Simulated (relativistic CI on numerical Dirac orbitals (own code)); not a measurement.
Pd¹⁹⁺: q coefficients and field-shift factors

These numbers are calculated, not measured: Dirac-Coulomb-Breit CI, separate exchange-only KLI orbitals for each configuration, derivatives by finite differences, unscaled Slater integrals, QED left out (own radial code, finite nucleus).

CI space (outside the closed core [Ne]): 3s2 3p6 3d9, 3s2 3p5 3d10, 3s 3p6 3d10, 3s2 3p6 3d8 4s, 3s2 3p6 3d8 4p, 3s2 3p6 3d8 4d, 3s2 3p6 3d8 4f, 3s2 3p6 3d7 4s2. Levels of other configurations are missing.

With x = (α/α₀)² − 1 an excitation energy changes as ω = ω₀ + qx; K = 2q/ω₀ is the relative enhancement. Terms are leading LS components, so labels can repeat. The field-shift factor is F = δν/δ⟨r²⟩ for the transition from the lowest level.

Lowest level 3s2 3p6 3d9 2D_5/2.

```
                 Level  ω₀ (cm⁻¹)  q (cm⁻¹)  F (GHz/fm²)
    3s2 3p6 3d9 2D_3/2      45347     45090        0.327
  3s2 3p5 3d10 2P°_3/2    1575169     64280         3.33
  3s2 3p5 3d10 2P°_1/2    1808828    315200        -1.39
    3s 3p6 3d10 2S_1/2    2702457    368700         -283
 3s2 3p6 3d8 4s 4F_9/2    2732982   -138800         90.2
 3s2 3p6 3d8 4s 2F_7/2    2744366   -136600         89.8
 3s2 3p6 3d8 4s 4F_5/2    2773433   -119300         90.3
 3s2 3p6 3d8 4s 4F_3/2    2775400   -124800         90.2
 3s2 3p6 3d8 4s 4F_7/2    2779808    -98020         90.1
 3s2 3p6 3d8 4s 2F_5/2    2783635   -111900           90
 3s2 3p6 3d8 4s 4P_5/2    2813474    -92710         90.3
 3s2 3p6 3d8 4s 4F_3/2    2815244    -96140         90.3
 3s2 3p6 3d8 4s 4P_1/2    2828385   -110200         89.8
 3s2 3p6 3d8 4s 4P_3/2    2836254    -92950         90.4
 3s2 3p6 3d8 4s 2P_1/2    2848983    -98760         89.7
 3s2 3p6 3d8 4s 2G_9/2    2849236   -101000         90.4
 3s2 3p6 3d8 4s 2G_7/2    2849813   -100200         90.3
 3s2 3p6 3d8 4s 2D_5/2    2856035    -59280         90.6
 3s2 3p6 3d8 4s 2D_3/2    2859469    -67920         90.4
 3s2 3p6 3d8 4s 2S_1/2    2979900    -72010         89.3
3s2 3p6 3d8 4p 4D°_7/2    3039449   -119400         11.6
3s2 3p6 3d8 4p 2G°_9/2    3046881   -121400         11.6
3s2 3p6 3d8 4p 4D°_5/2    3079006   -104200         11.5
```

At this charge energies of transitions that change n are usually good to better than 1 %, and those within a shell (Δn = 0) to a few per cent.

Question: Which transition from the lowest level has the largest |K|?

Answer: 3s2 3p6 3d9 2D_3/2 at 45347 cm⁻¹, K = 1.99.
